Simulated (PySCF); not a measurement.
C₂Hf, neutral, multiplicity 1. Atoms are numbered in the order given.

```xyz
3

Hf     0.0000     0.0000     0.2860
C      0.0000     0.6307    -1.7163
C      0.0000    -0.6307    -1.7163
```
Charge 0, spin multiplicity 1.

The structure is a stationary point at PBE0-D3(BJ)/def2-TZVP. A frequency run showed that this geometry is not a minimum. The spin state was assumed, not searched. The def2 effective core potentials stand for the cores of Hf; spin–orbit coupling is left out.

Level of theory: PBE/def2-TZVPD run with PySCF.

Symmetry labels are those of the subgroup C2v that the program uses (full group C2v).

Computed valence orbital energies around the gap with their symmetry:
```
orbital  symmetry  energy (eV)
-------  --------  -----------
HOMO−7         A1       -35.47
HOMO−6         B1       -35.27
HOMO−5         A1       -18.92
HOMO−4         B2        -9.63
HOMO−3         A1        -8.49
HOMO−2         B1        -8.00
HOMO−1         A1        -6.76
HOMO           A1        -4.63
LUMO           B2        -4.14
LUMO+1         A2        -4.11
LUMO+2         A1        -3.76
LUMO+3         B1        -3.07
```
